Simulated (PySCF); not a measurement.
A structure optimised at B3LYP-D3(BJ)/def2-SVP, used in a PySCF frequency run:

```
O
C 1 1.4229
H 2 1.1000 1 107.63
H 2 1.1036 3 108.63 1 -120.97
H 2 1.1036 3 108.63 4 -118.07
Ge 1 1.7481 2 121.65 3 -180.00
F 6 1.7339 1 109.04 2 56.17
F 6 1.7339 7 103.48 1 115.96
H 6 1.5195 7 111.78 8 120.44
```

Q: Write its SMILES, formula and point group.

A: C[O][GeH]([F])[F], CH4F2GeO, Cs

Q: What are its rotational constants (standard atomic weights)?

A: 4.5914, 2.7259, 2.3031 GHz
